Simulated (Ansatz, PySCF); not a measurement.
CdCl2, SMILES [Cl][Cd][Cl]. Atoms are numbered in the order given.

```xyz
3

Cd     0.0000     0.0000     0.3278
Cl     0.0000    -2.2851     0.3277
Cl     0.0000     2.2851     0.3277
```

Geometry optimised at B3LYP-D3(BJ)/def2-TZVP. The isomer is the one that the SMILES or the coordinates give; other isomers of the formula were not compared. The def2 effective core potentials stand for the cores of Cd; spin–orbit coupling is left out.

Two levels are set side by side: PBE-D3(BJ)/def2-TZVP (Ansatz, a program for electronic structure) and B3LYP-D3(BJ)/def2-TZVP (Ansatz). Each level has its own optimised geometry; the coordinates shown are those of the second. Frequencies come from the Hessian of PySCF at each geometry. Differences are taken from unrounded values.

| quantity | B3LYP-D3(BJ) |
|---|---|
| mean bond length (Å) | 2.285 |
| bond Cd1–Cl2 (Å) | 2.285 |
| bond Cd1–Cl3 (Å) | 2.285 |
| highest harmonic wavenumber (cm⁻¹) | 410 |
| mean harmonic wavenumber (cm⁻¹) | 225 |
| zero-point energy (kcal/mol) | 1.29 |

**Question.** What does PBE-D3(BJ) give, and how far is it from B3LYP-D3(BJ)? (The exact figures need the calculation; the answer reports its results.)

**Answer.** 
| quantity | PBE-D3(BJ) | PBE-D3(BJ) minus B3LYP-D3(BJ) |
|---|---|---|
| mean bond length (Å) | 2.277 | -0.008 |
| bond Cd1–Cl2 (Å) | 2.277 | -0.008 |
| bond Cd1–Cl3 (Å) | 2.277 | -0.008 |
| highest harmonic wavenumber (cm⁻¹) | 409 | -2 |
| mean harmonic wavenumber (cm⁻¹) | 224 | 0 |
| zero-point energy (kcal/mol) | 1.28 | 0.00 |

On these quantities the two levels nearly agree.
